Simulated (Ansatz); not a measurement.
Basis-set extrapolation for C$_{2}$H$_{9}$AlSSi (`CC[SiH]([AlH2])S`) (PBE0-D4/def2-TZVP geometry, frozen core, Ansatz). Multiplicity 1, RHF reference.

```csv
,def2-TZVPP,def2-QZVPP
HF,-1009.434269,-1009.464896
MP2 correlation,-0.744663,-0.797891
CCSD(T) correlation,-0.850855,not run
```

Energies in hartree. Use E(X) = E(∞) + A·exp(−7.88·√X) for Hartree–Fock and E(X) = E(∞) + B·X^(−2.97) for correlation, with X = 3 and 4, and add CCSD(T) minus MP2 of the smaller set to the MP2 limit.

Q: What is the CCSD(T) energy at the basis-set limit?

A: HF limit: -1009.464896 + (-0.030627) × 0.13774 = -1009.46911. MP2 limit: -0.797891 + (-0.053228) × 0.74074 = -0.83732. Higher-order term: -0.850855 − (-0.744663) = -0.10619. Total: -1010.41262 hartree, 334.7 kJ/mol below CCSD(T)/def2-TZVPP.
